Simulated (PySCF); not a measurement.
An equivalent PySCF input for Cl (chlorine, neutral), [Ne] 3s2 3p5, 2P determinant, with no relativity, point nucleus:

```python
from pyscf import gto, scf, dft, mp, cc
import basis_set_exchange as bse
mol = gto.M(atom="Cl 0 0 0", charge=0, spin=1, symmetry="D2h",
            basis=gto.basis.parse(bse.get_basis("cc-pV(T+d)Z", elements=["Cl"], fmt="nwchem", header=False)))
mf = dft.UKS(mol, xc="M062X")
mf.irrep_nelec = {'Ag': (3, 3), 'B1u': (2, 2), 'B2u': (2, 2), 'B3u': (2, 1)}
mf.kernel()
```

It reaches the same state as the run whose output follows, with an energy that differs only through the grid. The run itself started from symmetry-adapted Hartree-Fock orbitals and held the occupation by maximum overlap, on a logarithmic radial grid, so the iterations belong to that start.

```
SCF conv_tol = 1e-09
number electrons alpha = 9  beta = 8
XC functionals = M062X
    Y. Zhao and D. G. Truhlar.,  Theor. Chem. Acc. 120, 215 (2008)
    Y. Zhao and D. G. Truhlar.,  Theor. Chem. Acc. 120, 215 (2008)
cycle= 1 E= -460.140282665544  delta_E= -0.00501  |g|= 0.0166  |ddm|= 0.203
cycle= 2 E= -460.140424468798  delta_E= -0.000142  |g|= 0.00711  |ddm|= 0.0344
cycle= 3 E= -460.140445232399  delta_E= -2.08e-05  |g|= 0.00168  |ddm|= 0.00919
cycle= 4 E= -460.140446756499  delta_E= -1.52e-06  |g|= 0.000185  |ddm|= 0.0019
cycle= 5 E= -460.14044678182  delta_E= -2.53e-08  |g|= 2.02e-05  |ddm|= 0.000363
cycle= 6 E= -460.140446782282  delta_E= -4.62e-10  |g|= 3.52e-06  |ddm|= 7.83e-05
converged SCF energy = -460.140446782282  <S^2> = 0.75280974  2S+1 = 2.0028078
```
